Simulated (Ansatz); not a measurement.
Perfluoropentacene (C22F14). Charge 0, multiplicity 1. Geometry r2SCAN-D4/def2-SVP.

```xyz
36

F     1.533   -6.647    2.952
C     0.921   -5.666    2.308
C    -0.342   -5.935    1.711
F    -0.845   -7.155    1.828
C    -1.020   -4.953    1.031
F    -2.194   -5.259    0.493
C    -0.473   -3.637    0.907
C    -1.127   -2.608    0.224
F    -2.306   -2.866   -0.331
C    -0.589   -1.304    0.099
C    -1.245   -0.266   -0.588
F    -2.424   -0.518   -1.145
C    -0.705    1.029   -0.709
C    -1.360    2.077   -1.399
F    -2.540    1.831   -1.958
C    -0.821    3.360   -1.518
C    -1.486    4.418   -2.216
F    -2.666    4.220   -2.792
C    -0.920    5.665   -2.309
F    -1.532    6.647   -2.955
C     0.343    5.935   -1.712
F     0.846    7.155   -1.830
C     1.020    4.953   -1.032
F     2.195    5.258   -0.494
C     0.473    3.637   -0.907
C     1.127    2.609   -0.224
F     2.306    2.866    0.332
C     0.588    1.305   -0.098
C     1.244    0.266    0.589
F     2.423    0.518    1.146
C     0.704   -1.028    0.711
C     1.360   -2.077    1.400
F     2.539   -1.830    1.960
C     0.821   -3.360    1.519
C     1.486   -4.418    2.216
F     2.667   -4.220    2.791
```

B3LYP takes the VWN-RPA correlation. Single mean-field runs in def2-SVP, def2-TZVP are fitted with def2-universal-jkfit.

Q: Estimate the orbital energies around the gap (eV) in Ansatz with PBE-D4/def2-SVP, PBE-D4/def2-TZVP, r2SCAN-D4/def2-SVP, B3LYP-D4/def2-SVP, PBE0-D4/def2-SVP.

A: 
```tsv
orbital	PBE-D4/def2-SVP	PBE-D4/def2-TZVP	r2SCAN-D4/def2-SVP	B3LYP-D4/def2-SVP	PBE0-D4/def2-SVP
HOMO−13	-9.40	-9.60	-10.07	-11.08	-11.53
HOMO−12	-9.14	-9.35	-9.79	-10.89	-11.31
HOMO−11	-9.06	-9.23	-9.71	-10.80	-11.22
HOMO−10	-9.05	-9.23	-9.64	-10.74	-11.16
HOMO−9	-8.96	-9.14	-9.63	-10.46	-10.88
HOMO−8	-8.37	-8.50	-8.99	-10.08	-10.46
HOMO−7	-8.29	-8.46	-8.82	-9.55	-9.94
HOMO−6	-7.67	-7.81	-8.18	-8.96	-9.34
HOMO−5	-7.32	-7.45	-7.80	-8.53	-8.90
HOMO−4	-7.24	-7.43	-7.72	-8.40	-8.75
HOMO−3	-6.92	-7.06	-7.35	-7.92	-8.24
HOMO−2	-6.71	-6.84	-7.14	-7.82	-8.15
HOMO−1	-5.86	-5.98	-6.23	-6.81	-7.10
HOMO	-4.86	-4.98	-5.15	-5.60	-5.83
LUMO	-3.89	-4.06	-4.09	-3.66	-3.64
LUMO+1	-2.63	-2.77	-2.73	-2.22	-2.20
LUMO+2	-2.54	-2.67	-2.66	-2.20	-2.12
LUMO+3	-1.49	-1.61	-1.50	-0.91	-0.79
LUMO+4	-1.18	-1.33	-1.18	-0.61	-0.50
LUMO+5	-0.65	-1.10	-0.60	0.02	0.16
```
